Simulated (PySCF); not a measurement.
C4H5F2N: core ionisation energies

Species: C4H5F2N.
Geometry (GFN2-xTB, Å), atoms numbered from 1 in this order:
```
atom  x, y, z in Å
C1    -1.3076    0.4711   -0.2688
C2    -0.3003   -0.0260    0.7611
C3     0.9156   -0.6659    0.0923
F4     0.5502   -1.7718   -0.6155
F5     1.7903   -1.1145    1.0393
C6     1.6049    0.2792   -0.7935
N7     2.1238    1.0385   -1.4676
H8    -1.6330   -0.3482   -0.9062
H9    -0.8728    1.2474   -0.8953
H10   -2.1772    0.8818    0.2368
H11   -0.7509   -0.7855    1.4040
H12    0.0582    0.7932    1.3877
```

Method used: PySCF, delta-SCF UKS SCAN, pcX-2 on the ionised atom, pcseg-1 elsewhere, spin-free X2C. Binding energies are ΔSCF values: E(core-ionised, relaxed orbitals) − E(ground state) at a fixed geometry, referred to the vacuum level.

**Question.** What binding energy does each computed site have?

**Answer.** 
| atom(s) | environment | level | binding energy (eV) | above the level's lowest (eV) | count |
| --- | --- | --- | --- | --- | --- |
| C1 | methyl carbon | C 1s | 291.44 | 0.00 | 1 |
| C2 | chain CH2 carbon | C 1s | 291.98 | +0.54 | 1 |
| C3 | CF2 carbon | C 1s | 297.16 | +5.72 | 1 |
| F4/F5 | fluorine of a CF2 group | F 1s | 693.82 | 0.00 | 2 |
| C6 | nitrile carbon | C 1s | 293.15 | +1.71 | 1 |
| N7 | nitrile nitrogen | N 1s | 406.24 | 0.00 | 1 |

The listed C 1s values span 5.72 eV, from C1 (bonded to C and 3 H) to C3 (bonded to 2 F and 2 C).

**Question.** Which photon energy gives electrons from C 1s of C3 a kinetic energy of 50 eV, and what is their de Broglie wavelength?

**Answer.** hν = 297.16 + 50 = 347.16 eV, recoil neglected; λ = 12.264 Å/√(E/eV) = 1.73 Å.

One atom of each set of topologically equivalent atoms was ionised and stands for the set; in this conformer not all members are related by symmetry, and their own values weren't computed. One conformer (not necessarily the lowest) at the GFN2-xTB geometry, without solvent, vibrations or thermal averaging.
